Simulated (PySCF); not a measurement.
# Hartree-Fock beside MP2: BGeH3N anion

All numbers below are calculated, not measured. They come from PySCF 2.14.0, an open-source quantum chemistry program, on an isolated molecule that a program drew, which may never have been made. The molecule is BGeH3N anion (charge -1, singlet), drawn as the SMILES string `B=[N][GeH2-]`.

The geometry was optimised and harmonic frequencies were computed with HF and MP2, all in the aug-cc-pVDZ basis, for the commonest isotopes, with a restricted reference for singlets and an unrestricted one otherwise, and a frozen core in MP2. Germanium has the aug-cc-pVDZ-PP basis, with a core potential (ECP10MDF) in place of its 10 inner electrons, and its 3s, 3p and 3d shells are frozen in MP2. Each result is a local minimum of its method.

Geometry at the HF minimum:
```xyz
6
BGeH3N anion, angstrom
B     1.1844   -0.1847    0.6078
N     0.7507   -0.9409    1.4796
Ge   -0.0443   -2.2892    2.6688
H     1.6008    0.5409   -0.2209
H    -0.6941   -1.2430    3.7061
H     1.2750   -2.5324    3.5595
```

Lengths of the bonds as drawn, in Å (atoms numbered as above):
```
  bond     HF    MP2
 B1-N2  1.233  1.274
N2-Ge3  1.966  1.996
 B1-H4  1.178  1.185
Ge3-H5  1.610  1.615
Ge3-H6  1.610  1.615
```

Rotational constants, in GHz:
| constant | HF | MP2 |
|---|---|---|
| A | 98.03 | 96.66 |
| B | 3.502 | 3.37 |
| C | 3.491 | 3.364 |

Harmonic frequencies in cm^-1, each column in rising order, so a row needn't be the same motion in every method:
| rank | HF | MP2 |
|---|---|---|
| 1 | 175 | 168 |
| 2 | 193 | 185 |
| 3 | 406 | ? |
| 4 | 743 | 636 |
| 5 | 781 | 662 |
| 6 | 785 | 689 |
| 7 | 802 | 715 |
| 8 | 951 | 895 |
| 9 | 1790 | 1736 |
| 10 | 1810 | 1791 |
| 11 | 1972 | 1796 |
| 12 | 2901 | 2818 |

**Estimate the missing MP2 frequency from the HF column.**

A single factor s that minimises the squared misfit of MP2 against s times HF over the other rows is sum(HF x MP2) / sum(HF^2) = 0.9507, with an rms misfit of 55 cm^-1. For rank 3 it gives 0.9507 x 406 = 386 cm^-1. The calculation gives 388 cm^-1, 2 cm^-1 above the estimate. The drawn bonds are on average 1.2 % longer in MP2 than in HF.
